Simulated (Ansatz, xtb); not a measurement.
# Isomers of AlFO2Si in order of energy

3 gas-phase structures of AlFO2Si, found in a search over its isomers (lower ones may exist). Each was relaxed with GFN2-xTB; where two conformers were screened, the lower at r2SCAN-D4/def2-SVP is listed:

A. a singlet given by its coordinates
B. `O=[Si]1[O][Al]1[F]`, a singlet
C. `O=[Si](F)[O][Al]`, a singlet

A (Å):

```json
{"atom": "Al", "x (Å)": "-1.5079", "y (Å)": "0.2609", "z (Å)": "0.1682"}
{"atom": "F", "x (Å)": "-2.5661", "y (Å)": "1.4763", "z (Å)": "-0.1155"}
{"atom": "O", "x (Å)": "-0.4717", "y (Å)": "-0.7415", "z (Å)": "-0.7928"}
{"atom": "O", "x (Å)": "-0.9301", "y (Å)": "-0.5899", "z (Å)": "1.5628"}
{"atom": "Si", "x (Å)": "0.0656", "y (Å)": "-1.5462", "z (Å)": "0.5911"}
```

Close contacts (Å): Al1–F2 1.64, Al1–O3 1.73, Al1–O4 1.73, Al1–Si5 2.43, O3–Si5 1.69, O4–Si5 1.69.

**Question.** Make a reasoned guess at their ranking by r2SCAN-D4/def2-SVP single-point energy.

**Answer.** Calculated order at r2SCAN-D4/def2-SVP: A (0.0), C (160.8), B (218.4) kJ/mol.

Energies above the lowest of each column, in kJ/mol; the last columns are at PBE0-D3(BJ)/def2-SVP geometries:

| structure | GFN2-xTB | HF/STO-3G | r2SCAN-D4/def2-SVP | PBE0-D3(BJ)/def2-SVP | CCSD(T)/def2-SVP + ΔMP2/def2-TZVPP |
| --- | --- | --- | --- | --- | --- |
| A | 0.0 | 0.0 | 0.0 | 0.0 | 0.0 |
| C | 79.0 | 366.7 | 160.8 | 150.1 | 137.4 |
| B | 92.8 | 563.2 | 218.4 | 224.0 | 224.6 |

Every level run on A puts it lowest or level with the lowest. Flexible structures stand in one conformer each, not always the lowest. Large T1 diagnostics make some coupled-cluster values less sure. ΔMP2 is the change of the MP2 energy from the smaller to the larger basis.

Programs: Ansatz 0.2.0, xtb 6.7.1.
